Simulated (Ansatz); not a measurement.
Relaxation of Sb₂As⁺ with RKS PBE-D4/def2-TZVP.

```sh
$ ansatz run in.yaml --threads 4 --pin off --events-out ev --progress --plain --max-ram 3916MiB
```

```yaml
crystal:
  periodic: [false, false, false]
  atoms:
    - {symbol: As, position_ang: [0.124880, -0.583840, 0.697470]}
    - {symbol: Sb, position_ang: [1.757050, -0.282590, -1.155890]}
    - {symbol: Sb, position_ang: [-1.881930, 0.866430, 0.458420]}
basis:
  gaussian: {orbitals: def2-TZVP}
total_charge: 1
hamiltonian: {xc: pbe, dispersion: d4}
scf: {lower_state_search: "off"}
output: {orbitals: {seedname: orbitals}}
relax: {f_tol: 0.02, max_steps: 100}
```

It took 24 s on 4 threads of Intel Xeon on a shared host.

Positions (Å) and forces (eV/Å) at steps 1, 2, 3, 4, 6 of 6:

```xyz
3
step=1 energy=-73900.0565 eV
As    0.125   -0.584    0.697   -0.119    0.568   -0.680
Sb    1.757   -0.283   -1.156   -0.420   -0.133    0.553
Sb   -1.882    0.866    0.458    0.539   -0.435    0.127
3
step=2 energy=-73900.0996 eV
As    0.112   -0.523    0.624    0.053   -0.250    0.299
Sb    1.739   -0.306   -1.109    0.419   -0.016   -0.347
Sb   -1.851    0.828    0.484   -0.472    0.265    0.049
3
step=3 energy=-73900.1275 eV
As    0.107   -0.498    0.594   -0.005    0.021   -0.026
Sb    1.802   -0.337   -1.120    0.052   -0.026   -0.009
Sb   -1.908    0.835    0.526   -0.047    0.005    0.035
3
step=4 energy=-73900.1341 eV
As    0.096   -0.449    0.536   -0.012    0.054   -0.064
Sb    1.863   -0.379   -1.116   -0.045   -0.011    0.055
Sb   -1.959    0.828    0.579    0.057   -0.043    0.009
3
step=6 energy=-73900.1365 eV
As    0.085   -0.396    0.473   -0.001    0.006   -0.007
Sb    1.910   -0.418   -1.103   -0.005   -0.001    0.006
Sb   -1.994    0.815    0.629    0.006   -0.005    0.001
```

In the def2 sets Sb takes a core potential; there is no spin–orbit coupling. The restricted singlet is unstable towards broken spin symmetry in Hartree–Fock (as tested in another run); at PBE-D4/def2-TZVP this wasn't settled. An occupied level lies above an empty one. Another isomer (singlet) lies 2.35 eV lower at PBE0-D4/def2-TZVP; other spin states weren't run for this one.
